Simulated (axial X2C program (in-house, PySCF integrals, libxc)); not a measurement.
**RbC: bond constants with and without spin–orbit coupling**

All values were computed with an axial X2C code built on PySCF integrals. Spin-free means the one-electron spin-free X2C Hamiltonian; two-component (2c) means X2C with spin–orbit coupling and atomic mean-field two-electron Coulomb and Gaunt terms, so the difference of the two also holds small scalar two-electron terms. Basis: Rb dyall-cv3z [12s13p8d4f1g], C dyall-v3z [7s6p2d1f] (cores contracted in-house); Gaussian nuclei, density fitting, unrestricted open shells. Masses: Rb 84.912 u, C 12.000 u.

State, spin-free: M_S = 3/2, Λ = 0 (beyond evenly filled blocks: σα, π+α, π-α); electrons by block: σα: 11, σβ: 10, π+α: 5, π+β: 4, π-α: 5, π-β: 4, δ+α: 1, δ+β: 1, δ-α: 1, δ-β: 1. Fragments: Rb + C.

State, 2c: Ω = 3/2 (⟨Sz⟩ = 1.50, ⟨Lz⟩ = 0.00 at PBE0); electrons by block: 1/2: 15, -1/2: 15, 3/2: 6, -3/2: 5, 5/2: 1, -5/2: 1. Fragments: Rb + C.

```
Hamiltonian    level  Re (Å)  ωe (cm⁻¹)  αe (cm⁻¹)  De (eV)   μ (D)
         2c     PBE0   2.623      323.6    0.00191     2.24   -9.08
         2c       HF   2.708      319.7     0.0017     1.46  -10.44
         2c      MP2   2.637      331.2    0.00178     2.07     n/a
         2c     CCSD   2.653      327.3    0.00176     1.96     n/a
         2c  CCSD(T)   2.648      327.8    0.00177     1.98     n/a
         2c   r2SCAN   2.641      319.5    0.00182     2.39   -9.17
```

Spin-free values that have a 2c row agree with it to the digits that matter (0.001 Å, 0.01 eV) and are not repeated.

Correlated methods: 13 electrons correlated (number of frozen shells: Rb 3 s, 2 p, 1 d; C 1 s), 233 virtual spin orbitals or spinors in MP2, 90 natural virtuals in coupled cluster.

Dipoles are positive if C is the positive end.

The state is a single determinant with fixed occupations, the lowest that a limited PBE0 search found. Dissociation energies refer to the lowest single-determinant-based atoms at the same level and basis. Density functionals use the spin component along the axis (collinear). Coupled cluster ran in a truncated set of natural virtual spinors; the MP2 energy of the rest was added. (T) has no such correction and the atoms are truncated less, which lowers De at CCSD(T) by a hundredth of an eV or more. In 2c an atomic determinant is not the ground J level, so De misses part of the atomic spin–orbit lowering. This holds for PBE0, MP2, CCSD, CCSD(T), r2SCAN. Without a current term, density functionals place determinants with orbital angular momentum somewhat too high. With several unpaired electrons one determinant need not be a pure state. This is the top spin component of a Σ state; components of lower Ω are not single determinants and can lie lower.

Rough cost a point (2c) on 1 thread(s) of a shared host, integrals apart: PBE0 0.8 s, HF 0.5 s, CCSD(T) 10 s, r2SCAN 0.8 s.
